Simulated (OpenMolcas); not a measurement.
**Ta3+ in KMgF3**

Ta3+ with its 6 nearest fluoride ions at 2.015 Å, on the Mg site of KMgF3 (a = 3.973 Å, distance in the model lattice 1.986 Å). The rest of the host is ab initio model potentials to 7.6 Å, with orthogonalisation functions on the cations behind the ligands, and point charges beyond; the distance is set by hand and nothing relaxes, and no local charge compensation is placed. Ligand basis ANO-RCC-VDZP.

```json
{"Program": "OpenMolcas", "Method": "CASSCF", "Basis": "ANO-RCC-VTZP [8s7p5d3f2g1h]", "Scalar Hamiltonian": "DKH2, point nucleus", "Active space": "2 electrons in 5 orbitals (5d)", "State averaging": "2S+1 = 3 even, 10 roots; 2S+1 = 1 even, 15 roots", "Spin-orbit coupling": "RASSI with atomic mean-field integrals over the reference wave functions"}
```

The lowest spin-free states (labels of O, the rotations of Oh), above the lowest:

```json
{"State": "3T1", "Degeneracy": "3", "E (cm-1)": "0.0"}
{"State": "1E", "Degeneracy": "2", "E (cm-1)": "9434"}
{"State": "1T2", "Degeneracy": "3", "E (cm-1)": "9703"}
{"State": "1A1", "Degeneracy": "1", "E (cm-1)": "22263"}
{"State": "3T2", "Degeneracy": "3", "E (cm-1)": "34463"}
{"State": "3T1", "Degeneracy": "3", "E (cm-1)": "42883"}
{"State": "1T2", "Degeneracy": "3", "E (cm-1)": "45383"}
{"State": "1T1", "Degeneracy": "3", "E (cm-1)": "47539"}
{"State": "3A2", "Degeneracy": "1", "E (cm-1)": "70691"}
{"State": "1E", "Degeneracy": "2", "E (cm-1)": "81799"}
{"State": "1A1", "Degeneracy": "1", "E (cm-1)": "93906"}
```

The lowest levels with spin-orbit coupling:

| E (cm-1) | Degeneracy | Label | 2S+1 |
| --- | --- | --- | --- |
| 0.0 | 2 | E | 3 |
| 179.9 | 3 | T2 | 3 |
| 3087 | 3 | T1 | 3 |
| 4065 | 1 | A1 | 3 |
| 11473 | 2 | E | 1 |
| 11536 | 3 | T2 | 1 |
| 24265 | 1 | A1 | 1 |
| 35402 | 1 | A2 | 3 |
| 35993 | 3 | T2 | 3 |
| 36923 | 3 | T1 | 3 |
| 37015 | 2 | E | 3 |
| 43556 | 1 | A1 | 3 |
| 44157 | 3 | T1 | 3 |
| 44870 | 3 | T2 | 3 (72 %) |
| 45993 | 2 | E | 3 |
| 48348 | 3 | T2 | 1 (71 %) |
| 49864 | 3 | T1 | 1 |
| 73220 | 3 | T2 | 3 |
| 84183 | 2 | E | 1 |
| 96311 | 1 | A1 | 1 |

Powder χT (cm3 K/mol): 0.00177 at 2 K, 0.00884 at 10 K, 0.0444 at 50 K, 0.0856 at 100 K, 0.139 at 200 K, 0.175 at 300 K. The effective moment at 300 K is 2.828 √(χT) = 1.18 μB.

The lowest level has 2S+1 = 3, for which the spin-only value is χT = S(S+1) / 2 = 1.000 cm3 K/mol (g = 2). The computed 0.175 at 300 K differs by -0.825, through orbital momentum, spin-orbit coupling and any other state in reach. With a threefold ground state the orbital momentum is unquenched, so the spin-only value is not expected to hold.

Metal share of the active 5d orbitals (Löwdin): 80, 80, 90, 90, 90 %; Mulliken charge of the metal 2.37.

A least-squares ligand-field fit to the states below 45000 cm-1, each weighted by its degeneracy and with a free common offset, gives 10Dq = 36078 cm-1, B = 670 cm-1 and C = 2644 cm-1 (C/B = 3.95), with an rms deviation of 65 cm-1.

The same method and metal basis give the free ion B = 731 cm-1 (fit to its terms below 60000 cm-1, rms deviation 32 cm-1), so the nephelauxetic ratio is β = 670 / 731 = 0.92; it hangs on how both fits weigh the states, and computed free-ion B values tend to be too large, so β mixes covalency with correlation.

An orbital triplet at a regular site is open to Jahn-Teller coupling, which can distort the site and quench the lowest spin-orbit gaps and is left out. Without dynamic correlation the repulsion within the d shell is too large (B by tens of per cent), so at a given field states of lower spin stand too high. The least metal-like active orbital is 80 % on the metal (Löwdin) and no ligand orbital is active, so the numbers are rough. With metal d orbitals alone the field can be off either way by tens of per cent. Ligand-to-metal charge-transfer states are missing. With no ligand orbital active B as a rule stays too high, so bands that hang on it stand too high and its fall with covalency is understated. No measured value stands beside these numbers; the geometry was set by hand and not optimised.

The RASSCF and RASSI steps took 58 s on 1 thread of Arm Neoverse V1 (shared host); the integral step is not counted.
